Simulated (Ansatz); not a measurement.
Mo3O9⁻. Total charge -1; doublet. Geometry PBE-D4/def2-SVP.

```
atom   x (Å)   y (Å)   z (Å)
 Mo1  -1.254  -2.606  -0.526
 Mo2  -1.062   0.131   0.037
 Mo3   1.248   1.645   0.390
  O4   2.719   1.281   1.583
  O5  -0.152   0.882   1.548
  O6  -2.443   0.944  -0.517
  O7  -2.332  -2.687  -1.866
  O8   0.988   3.302   0.135
  O9  -1.632  -1.495   0.949
 O10   0.361  -3.104  -0.849
 O11   3.097   1.169   0.152
 O12   0.462   0.538  -1.036
```

In the def2 sets Mo takes a core potential; there is no spin–orbit coupling. The structure holds one bond between oxygen atoms, so isomers without such links may lie far lower. Another isomer (doublet) lies 0.55 eV lower at PBE0-D4/def2-SVP; other spin states weren't run for this one.

(1) Estimate the α-spin orbital energies around the gap (eV) in Ansatz with PBE-D4/def2-SVP, r2SCAN-D4/def2-SVP, PBE0-D4/def2-SVP.

## Answers

(1) 
| orbital | PBE-D4/def2-SVP | r2SCAN-D4/def2-SVP | PBE0-D4/def2-SVP |
| --- | --- | --- | --- |
| HOMO−9 | -4.90 | -5.29 | -6.46 |
| HOMO−8 | -4.67 | -5.13 | -6.39 |
| HOMO−7 | -4.50 | -4.95 | -6.23 |
| HOMO−6 | -4.47 | -4.93 | -6.19 |
| HOMO−5 | -4.37 | -4.81 | -6.06 |
| HOMO−4 | -4.00 | -4.39 | -5.57 |
| HOMO−3 | -3.74 | -4.19 | -5.49 |
| HOMO−2 | -2.41 | -2.80 | -4.12 |
| HOMO−1 | -2.33 | -2.68 | -3.66 |
| HOMO | -1.93 | -2.30 | -3.40 |
| LUMO | -0.77 | -0.80 | -0.26 |
| LUMO+1 | -0.25 | -0.49 | -0.01 |
| LUMO+2 | 0.39 | 0.30 | 0.91 |
| LUMO+3 | 0.59 | 0.51 | 1.21 |
| LUMO+4 | 1.03 | 0.96 | 1.68 |
| LUMO+5 | 1.29 | 1.24 | 2.00 |
| β HOMO | -2.31 | -2.69 | -3.67 |
| β LUMO | -1.21 | -1.16 | -0.50 |
